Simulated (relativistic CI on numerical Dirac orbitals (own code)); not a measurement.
**Spin-allowed bands of a d2 ion in an octahedral site, by hand**

Problem. Take Δ = 12100 cm⁻¹ and B = 850 cm⁻¹ for a d2 ion in an octahedral site. Calculate the three spin-allowed bands.

Working.
1. The terms of highest spin are 3F (energy 0) and 3P (15B = 12750 cm⁻¹). Here the F term splits into A2 at +1.2Δ = 14520, T2 at +0.2Δ = 2420 and T1 at −0.6Δ = -7260 cm⁻¹.
2. The two T1 states mix through the element 0.4Δ: H = [[-7260, 4840], [4840, 12750]], with roots ½(H₁₁ + H₂₂) ∓ ½√[(H₂₂ − H₁₁)² + 4H₁₂²] = ½(5490) ∓ ½(22228) = -8369 and 13859 cm⁻¹.
3. The ground term is 3T1 at -8369 cm⁻¹.
4. Bands: 3T2 10789 cm⁻¹ (927 nm), 3T1(P) 22228 cm⁻¹ (450 nm), 3A2 22889 cm⁻¹ (437 nm).

Check. Exact diagonalisation of the whole d2 shell with these parameters gives 3T2 10789, 3T1 22228, 3A2 22889 cm⁻¹. The match is exact, since without spin-orbit coupling no other term has this spin. The ratio of the second band to the first, 2.060, depends on Δ/B = 14.2 alone, which is how a Tanabe-Sugano diagram is read.
